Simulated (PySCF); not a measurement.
C2H7S, SMILES C[SH+]C, charge +1. Atoms are numbered in the order given.

```xyz
10

C     -0.0276     0.5222    -1.4363
S      0.1047    -0.5927     0.0000
C     -0.0276     0.5222     1.4363
H     -0.8945     1.1871    -1.3322
H     -0.1114    -0.1170    -2.3262
H      0.9130     1.0889    -1.4736
H     -1.1567    -1.1023     0.0000
H     -0.8945     1.1871     1.3322
H     -0.1114    -0.1170     2.3262
H      0.9130     1.0889     1.4736
```
Charge +1, spin multiplicity 1.

Geometry: B3LYP-D3(BJ)/def2-SVP. The isomer is the one that the SMILES or the coordinates give; other isomers of the formula were not compared.

Two levels are set side by side: PBE/pcSseg-1 (PySCF) and KT2/pcSseg-1 (PySCF). GIAO shifts against H2S (³³S), TMS (¹H), TMS (¹³C) at the same level; non-relativistic, no solvent, atoms listed together averaged. Differences are taken from unrounded values.

| quantity | PBE |
|---|---|
| δ(¹³C) of C1, C3 (ppm) | 28.3 |
| δ(³³S) of S2 (ppm) | 245.1 |
| δ(¹H) of H7 (ppm) | 5.70 |

Problem. These are the PBE values. What does KT2 give? (An estimate is asked for; the answer gives what the named calculation found.)

Solution. 
```csv
quantity,KT2,PBE minus KT2
"δ(¹³C) of C1, C3 (ppm)",27.5,0.9
δ(³³S) of S2 (ppm),226.0,19.1
δ(¹H) of H7 (ppm),5.63,0.07
```

Rough cost on one machine, each run with all the roots and properties that it gave: KT2 against PBE within a factor of 2.
